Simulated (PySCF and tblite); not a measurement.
Results of a calculation; reference values are marked as such.
**Conformer ensemble of C6H7NS, numbered as in [CH3:1][S:2]/[CH:3]=[CH:4]/[CH:5]=[CH:6]\[C:7]#[N:8]**

The ensemble was built from 90 distance-geometry starts (ETKDG and KDG, MMFF94s, GFN2-xTB) and rests on GFN2-xTB geometries. Weights use PBE0-D3(BJ)/def2-SVP (IEF-PCM, cyclohexane) energies plus GFN2-xTB zero-point and thermal terms (modes under about 100 cm⁻¹ blended into free rotors). Symmetry numbers and mirror images are counted. Conformers within 2.5 kcal/mol (GFN2-xTB free energy) were kept, 4 at most. GIAO shieldings: KT3/pcSseg-1 (IEF-PCM, cyclohexane). Shifts are against TMS (¹H), TMS (¹³C) at the same level. Run with PySCF (density fitting) and tblite.

Torsions listed: C1–S2–C3–C4, C3–C4–C5–C6.

| conformer | shape | symmetry | E(GFN2) kcal/mol | E(DFT) kcal/mol | G(298.15 K) kcal/mol | weight % | dipole D |
| --- | --- | --- | --- | --- | --- | --- | --- |
| 1 | 0°, 180° | Cs | 0.00 | 0.00 | 0.00 | 93.1 | 3.88 |
| 2 | 180°, 180° | Cs | 1.82 | 2.11 | 1.55 | 6.8 | 7.28 |
| 3 | 180°, 0° | Cs | 2.10 | 4.51 | 4.05 | 0.1 | 2.64 |

Weights (%) against temperature:

```
 T (K)     1     2    3  S(mix) cal/mol/K
   250  96.2   3.8  0.0              0.33
298.15  93.1   6.8  0.1              0.51
   350  89.3  10.5  0.3              0.70
```

Averaged shifts at 298.15 K. ¹H: 6.81 (H3, 1H), 6.64 (H5, 1H), 6.51 (H4, 1H), 4.75 (H6, 1H), 2.49 (H1, 3H) ppm. ¹³C: 141.8 (C5), 139.5 (C3), 117.6 (C4), 114.1 (C7), 84.1 (C6), 20.1 (C1) ppm.

Coordinates of conformer 1 (Å):

```xyz
15

C     2.712    0.081   -0.172
S     2.062    1.762    0.036
C     0.348    1.543    0.005
C    -0.336    0.396   -0.135
C    -1.764    0.355   -0.144
C    -2.479   -0.782   -0.280
C    -1.879   -2.040   -0.425
N    -1.388   -3.073   -0.542
H     2.381   -0.324   -1.123
H     2.385   -0.543    0.654
H     3.793    0.174   -0.163
H    -0.162    2.488    0.118
H     0.171   -0.551   -0.246
H    -2.288    1.296   -0.036
H    -3.560   -0.774   -0.284
```

The minima are those of GFN2-xTB; planar forms about aryl–S or allylic bonds may be saddles in DFT. Shifts are unscaled: against experiment ¹³C can be off by 15 ppm or more and ¹H by 0.8 ppm.

Search and properties took 96 s on 1 thread of Intel Xeon @ 2.80GHz (shared host) (rough), launched as `OMP_NUM_THREADS=1 python ens_run.py task.json out`.
